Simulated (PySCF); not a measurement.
CH5InO2, SMILES [CH3][In]([OH])[OH]. Atoms are numbered in the order given.

```xyz
9

In     0.0127     0.0019    -0.0122
C      1.9524    -0.1066    -0.9543
H      2.4488    -1.0278    -0.6214
H      2.5468     0.7653    -0.6466
H      1.8429    -0.1096    -2.0472
O     -0.4546    -1.1204     1.5859
H     -1.3568    -0.9385     1.8855
O     -1.5918     1.1388    -0.4629
H     -1.4473     1.7109    -1.2290
```

Geometry: B3LYP-D3(BJ)/def2-SVP. The def2 effective core potentials stand for the cores of In; spin–orbit coupling is left out. One conformer was computed; it need not be the lowest.

Level of theory: PBE/def2-TZVP (PySCF).

Atomic charges (e):

```csv
atom,Löwdin,Mulliken
In1,?,0.77
C2,?,-0.59
H3,?,0.16
H4,?,0.15
H5,?,0.15
O6,-0.30,-0.62
H7,0.16,0.30
O8,-0.31,-0.61
H9,0.15,0.29
```

**Question.** What belongs in the gaps? (An estimate is asked for; the answer gives what the named calculation found.)

**Answer.** 
- In1, Löwdin: 0.41
- C2, Löwdin: -0.51
- H3, Löwdin: 0.14
- H4, Löwdin: 0.14
- H5, Löwdin: 0.13
